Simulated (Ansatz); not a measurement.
One change: `C[CH2][In]([F])[Cl]` becomes `CCB(F)Cl`.

Ansatz, PBE0-D4/def2-TZVP geometries, multiplicity 1. Each molecule was computed in one conformer, which needn't be the lowest.

Elements past krypton have def2 core potentials.

| property | `C[CH2][In]([F])[Cl]` |
| --- | --- |
| LUMO energy (ωB97M-V/def2-TZVPP) / eV | 0.16 |
| HOMO energy (PBE0/def2-TZVPP) / eV | -8.34 |
| LUMO energy (PBE0/def2-TZVPP) / eV | -1.60 |
| HOMO–LUMO gap (PBE/def2-TZVPP) / eV | 4.62 |
| size of the dipole moment (B3LYP/def2-TZVPP) / D | 4.50 |
| LUMO energy (B3LYP/def2-TZVPP) / eV | -1.93 |

**Question.** What does the change do to each property? (An estimate is asked.)

**Answer.** Computed: 
| property | `CCB(F)Cl` | shift |
| --- | --- | --- |
| LUMO energy (ωB97M-V/def2-TZVPP) / eV | 1.66 | 1.50 |
| HOMO energy (PBE0/def2-TZVPP) / eV | -8.99 | -0.65 |
| LUMO energy (PBE0/def2-TZVPP) / eV | -0.43 | 1.17 |
| HOMO–LUMO gap (PBE/def2-TZVPP) / eV | 6.10 | 1.48 |
| size of the dipole moment (B3LYP/def2-TZVPP) / D | 1.64 | -2.86 |
| LUMO energy (B3LYP/def2-TZVPP) / eV | -0.67 | 1.26 |

With PBE0 the HOMO falls by 0.65 eV and the LUMO rises by 1.17 eV, so the gap widens by about 1.82 eV. PBE moves the HOMO by -0.47 eV and ωB97M-V by -0.79 eV. Dipoles are sizes alone; their direction can turn.

B3LYP here is the variant with VWN-RPA as its local correlation; programs differ in this.
